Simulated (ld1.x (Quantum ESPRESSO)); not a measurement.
**Configuration tests for Hf (Z = 72) (TM semilocal)**

| Item | Value |
| --- | --- |
| Element | Hf |
| Generator | ld1.x (Quantum ESPRESSO) 7.5 |
| Type | norm-conserving Troullier–Martins (semilocal form) |
| Functional | revPBE |
| Relativity | scalar-relativistic |
| Frozen core | [Xe] |
| Valence charge | 18 |
| Reference configuration | 4f13 5d3 6s2 6p0 |
| Partial waves | 6s (bound): rc 2.20 bohr; 6p (bound, empty): rc 3.15 bohr; 4f (bound): rc 1.10 bohr; 5d (bound): rc 1.78 bohr |
| Local potential | the d channel |
| Core correction | Bessel-smoothed model core, default radius (core density twice the valence density) |

Energies are relative to the spin-unpolarised reference configuration 4f13 5d3 6s2 6p0; without spin polarisation the order of configurations can differ from experiment.

(1) Give the all-electron excitation energy and the error of the potential for: 4f14 5d2 6s2 6p0; 4f14 5d2 6s1 6p0; 4f14 5d2 6s0 6p0; 4f14 5d2.5 6s1.5 6p0; 4f13 5d3 6s1 6p0; 4f14 5d1 6s2 6p0; 4f14 5d2 6s0 6p1.

Levels in the configuration 4f13 5d3 6s1 6p0:

```csv
level,all-electron (eV),pseudo (eV)
4f,-31.706,-31.577
5d,-10.483,-10.467
6s,-11.343,-11.353
```

Results:

(1)

| valence configuration | charge | ΔE all-electron (eV) | error AE − PS (meV) |
| --- | --- | --- | --- |
| 4f14 5d2 6s2 6p0 | 0 | -17.555 | -882 |
| 4f14 5d2 6s1 6p0 | +1 | -9.652 | -1005 |
| 4f14 5d2 6s0 6p0 | +2 | 4.379 | -1129 |
| 4f14 5d2.5 6s1.5 6p0 | 0 | -16.302 | -1013 |
| 4f13 5d3 6s1 6p0 | +1 | 8.253 | -7.1 |
| 4f14 5d1 6s2 6p0 | +1 | -11.115 | -714 |
| 4f14 5d2 6s0 6p1 | +1 | -5.015 | -964 |
